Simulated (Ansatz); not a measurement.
Coupled-cluster run, C₄H₁₁B, SMILES `CCBCC`.

```yaml
crystal:
  periodic: [false, false, false]
  atoms:
    - {symbol: C, position_ang: [1.482935, 1.796567, -1.255798]}
    - {symbol: C, position_ang: [1.018960, 1.015008, -0.032876]}
    - {symbol: B, position_ang: [-0.198153, 0.057311, -0.207549]}
    - {symbol: C, position_ang: [-0.415711, -1.187872, 0.704072]}
    - {symbol: C, position_ang: [-1.840211, -1.702433, 0.869732]}
    - {symbol: H, position_ang: [0.649895, 2.330644, -1.719221]}
    - {symbol: H, position_ang: [2.255180, 2.529554, -1.009046]}
    - {symbol: H, position_ang: [1.898568, 1.128733, -2.014774]}
    - {symbol: H, position_ang: [1.858960, 0.515735, 0.465089]}
    - {symbol: H, position_ang: [0.641625, 1.722510, 0.729809]}
    - {symbol: H, position_ang: [-0.999692, 0.288511, -1.079308]}
    - {symbol: H, position_ang: [0.191526, -1.955137, 0.187116]}
    - {symbol: H, position_ang: [0.082693, -1.070120, 1.674013]}
    - {symbol: H, position_ang: [-2.313831, -1.865150, -0.101453]}
    - {symbol: H, position_ang: [-2.458089, -0.981902, 1.411844]}
    - {symbol: H, position_ang: [-1.877555, -2.644458, 1.422652]}
basis:
  gaussian: {orbitals: def2-TZVPP}
correlation: {method: ccsd_t}
output: {orbitals: {seedname: orbitals}}
```

```sh
$ ansatz run in.yaml --threads 4 --pin off --events-out ev --progress --plain --max-ram 10444MiB
```

Output of Ansatz, abridged:

```
Functional definition: HF
1774 factors; integrals over basis functions are off by at most 1.0e-3 eV
mean field evaluation 1: about -4964.7288 eV, gradient 4.1e1 eV
mean field evaluation 2: about -4964.9008 eV, gradient 4.1e1 eV
mean field evaluation 4: about -4969.4206 eV, gradient 3.8e0 eV
mean field evaluation 8: about -4969.4795 eV, gradient 1.2e-1 eV
mean field -4969.47959640 eV, -182.6250067335 hartree, gradient 1.6e-6 eV, S^2 0.000000; 0 other end points of the search recorded, 0 dependent functions left out
5 core orbitals not correlated: weight in the atoms' cores, before any rotation towards them, 1.000 or more for the frozen orbitals, at most 0.000 for the correlated occupied ones
reference -4969.47959640 eV, -182.6250067335 hartree; 15, 15 occupied and 289, 289 virtual orbitals, 1774 factors
second order -22.02705543 eV of doubles, -0.00000000 eV of singles
cycle   1  -23.12602366 eV  change    -1.1e0 eV  update   8.8e-2
cycle   2  -23.67324714 eV  change   -5.5e-1 eV  update   2.5e-2
cycle   3  -23.74207116 eV  change   -6.9e-2 eV  update   9.2e-3
cycle   4  -23.73865573 eV  change    3.4e-3 eV  update   2.3e-3
cycle   5  -23.73849892 eV  change    1.6e-4 eV  update   8.9e-4
cycle   6  -23.73842942 eV  change    6.9e-5 eV  update   2.7e-4
cycle   7  -23.73834738 eV  change    8.2e-5 eV  update   8.4e-5
cycle   8  -23.73834209 eV  change    5.3e-6 eV  update   3.0e-5
perturbative correction -0.88579863 eV, -0.0325524992 hartree
Total energy: -4994.10373712 eV, -183.5299272141 hartree
```

Hardware: 4 threads of an AMD EPYC on a shared host. Wall time 20 min, peak host memory 4.3 GiB.

The correlation energy is -24.624 eV, 3.6 % of it from (T); the T1 diagnostic reads 0.0092.
